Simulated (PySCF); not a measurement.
SMILES CC(C)=C(C)NC=O, C6H11NO

Molfile (atoms numbered from 1):
```
C6H11NO
     RDKit          3D

 19 18  0  0  0  0  0  0  0  0999 V2000
   -1.8359   -1.1134   -0.5581 C   0  0  0  0  0  0  0  0  0  0  0  0
   -0.9310    0.0174   -0.1514 C   0  0  0  0  0  0  0  0  0  0  0  0
   -1.5937    1.3566    0.0569 C   0  0  0  0  0  0  0  0  0  0  0  0
    0.3865   -0.1612    0.0170 C   0  0  0  0  0  0  0  0  0  0  0  0
    1.0948   -1.4705   -0.1259 C   0  0  0  0  0  0  0  0  0  0  0  0
    1.1982    0.9453    0.3408 N   0  0  0  0  0  0  0  0  0  0  0  0
    2.5145    0.9876    0.6469 C   0  0  0  0  0  0  0  0  0  0  0  0
    3.2983    0.0754    0.7167 O   0  0  0  0  0  0  0  0  0  0  0  0
   -2.0197   -1.7850    0.2814 H   0  0  0  0  0  0  0  0  0  0  0  0
   -2.7945   -0.7273   -0.8941 H   0  0  0  0  0  0  0  0  0  0  0  0
   -1.4050   -1.6949   -1.3701 H   0  0  0  0  0  0  0  0  0  0  0  0
   -1.3441    2.0540   -0.7457 H   0  0  0  0  0  0  0  0  0  0  0  0
   -2.6740    1.2419    0.0674 H   0  0  0  0  0  0  0  0  0  0  0  0
   -1.3041    1.8067    1.0071 H   0  0  0  0  0  0  0  0  0  0  0  0
    1.7467   -1.4512   -0.9986 H   0  0  0  0  0  0  0  0  0  0  0  0
    0.3927   -2.2903   -0.2235 H   0  0  0  0  0  0  0  0  0  0  0  0
    1.7266   -1.6455    0.7412 H   0  0  0  0  0  0  0  0  0  0  0  0
    0.7106    1.8284    0.3389 H   0  0  0  0  0  0  0  0  0  0  0  0
    2.8233    2.0354    0.8456 H   0  0  0  0  0  0  0  0  0  0  0  0
  1  2  1  0
  2  3  1  0
  2  4  2  3
  4  5  1  0
  4  6  1  0
  6  7  1  0
  7  8  2  0
  1  9  1  0
  1 10  1  0
  1 11  1  0
  3 12  1  0
  3 13  1  0
  3 14  1  0
  5 15  1  0
  5 16  1  0
  5 17  1  0
  6 18  1  0
  7 19  1  0
M  END
```

The calculation used GIAO BHandHLYP/pcSseg-1 magnetisability, rotational g tensor and spin-rotation constants, non-relativistic, gas phase in PySCF 2.14.0. Geometry: GFN2-xTB.

(1) Give the nuclear spin-rotation constants along the inertial axes (H = +C I·J) beside the isotropic shieldings.

(2) How do the rotational constants and the g tensor change when H9, H10, H11, H12, H13, H14, H15, H16, H17, H18, H19 are replaced by deuterium?

## Answers

(1) Rotational constants 3.9780, 1.2747, 0.9842 GHz. A star marks the isotopologue with that one atom substituted, in its own axes.
| atom | isotope | Caa (kHz) | Cbb (kHz) | Ccc (kHz) | mean (kHz) | σ (ppm) |
| --- | --- | --- | --- | --- | --- | --- |
| N6 | 14N | 0.329 | 0.180 | 0.065 | 0.191 | 105.8 |
| H9 | 1H | -0.425 | -0.099 | 0.003 | -0.174 | 29.6 |
| H10 | 1H | 0.026 | -0.117 | -0.110 | -0.067 | 30.5 |
| H11 | 1H | -0.414 | -0.044 | -0.045 | -0.168 | 29.8 |
| H12 | 1H | -0.399 | -0.104 | -0.010 | -0.171 | 30.0 |
| H13 | 1H | 0.104 | -0.140 | -0.110 | -0.049 | 30.3 |
| H14 | 1H | -0.296 | -0.092 | -0.047 | -0.145 | 30.2 |
| H15 | 1H | -0.346 | -0.114 | -0.004 | -0.155 | 29.7 |
| H16 | 1H | -0.176 | -0.038 | -0.110 | -0.108 | 30.0 |
| H17 | 1H | -0.171 | -0.106 | -0.033 | -0.103 | 28.6 |
| H18 | 1H | -0.324 | 0.074 | -0.133 | -0.127 | 26.3 |
| H19 | 1H | -0.198 | 0.062 | -0.082 | -0.073 | 23.8 |
| C1 | 13C* | 0.565 | 0.171 | 0.165 | 0.300 | 164.0 |
| C2 | 13C* | 1.185 | 0.531 | 0.133 | 0.616 | 76.3 |
| C3 | 13C* | 0.593 | 0.161 | 0.155 | 0.303 | 166.3 |
| C4 | 13C* | 1.290 | 0.631 | 0.169 | 0.697 | 45.3 |
| C5 | 13C* | 0.574 | 0.189 | 0.134 | 0.299 | 167.9 |
| C7 | 13C* | 1.807 | 0.494 | 0.231 | 0.844 | 23.7 |
| O8 | 17O* | -2.520 | -0.693 | -0.040 | -1.084 | -99.1 |

For the geometry as given, no vibrational averaging.

(2) Constants 3.0420, 1.1253, 0.8483 GHz; g -0.0228, -0.0141, -0.0050, against -0.0298, -0.0157, -0.0056 before.
